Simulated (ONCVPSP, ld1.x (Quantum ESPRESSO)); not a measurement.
**Potentials for Ge compared**

Generated with ld1.x 7.5 (TM, RRKJ, ultrasoft, PAW), atompaw 4.2 or ONCVPSP 4.0.1. The cutoff is in Ry: for ld1.x and atompaw files where the sum of valence levels is converged to 10 mRy in a Bessel basis, for ONCV files where the hardest occupied wave has 1 mHa per electron of residual kinetic energy. The error is the largest all-electron minus pseudo excitation energy over each file’s own four to seven test configurations (ionisations up to +4, promotions, holes and added fractions of an electron), all of which were solved. The labels leave out finer settings (local radius, basis sizes, second energies), which also bear on the numbers. Spin-polarised tests are not counted. The rows are a selection from randomly drawn settings: files with unsolved tests, undetermined cutoffs or missed reference levels are left out.

A true bound ghost makes a file unfit for plane-wave use even where its test errors are small: the radial tests pick states by their node count and pass the ghost by.

```tsv
potential	cutoff (Ry)	largest error (meV)	bound ghosts
ONCV, LDA (Perdew-Zunger), scalar-relativistic, rc 1.65/1.55/1.20 (spd), local smoothed, core correction yes, reference 3d10 4s2, qcut 3.7/5.4/13, projectors 2/1/2	141	+362	none
ONCV, LDA (Perdew-Zunger), scalar-relativistic, rc 1.15/1.00/0.90 (spd), local smoothed, core correction yes, reference 3s2 3p6 3d10 4s2 4p2, qcut 12.8/16.9/21.1, projectors 2/2/2	298	+21	none
RRKJ, PBEsol, fully relativistic, rc 1.85/2.20/1.15 (spd), local s, core correction yes, reference 3d10 4s2 4p2	180	-579	none
ONCV, LDA (Perdew-Zunger), scalar-relativistic, rc 1.05/0.90/0.95 (spd), local smoothed, core correction yes, reference 3s2 3p6 3d10 4s2 4p2, qcut 11.4/14.4/13.8, projectors 2/3/2	186	+60	none
ONCV, PBEsol, fully relativistic, rc 1.70/1.90 (sp), local smoothed, core correction yes, reference 4s2 4p2, qcut 4.5/3.4, projectors 2/2	17	-171	none
```

Task: Fill in the row for Ge: ONCV, LDA (Perdew-Wang 92), scalar-relativistic, rc 1.90/1.60/1.30 (spd), local smoothed, core correction yes, reference 3d10 4s2 4p2, qcut 2.8/4.1/13.7, projectors 3/3/2.

Result: cutoff 140 Ry, largest error -34 meV, bound ghosts: p.
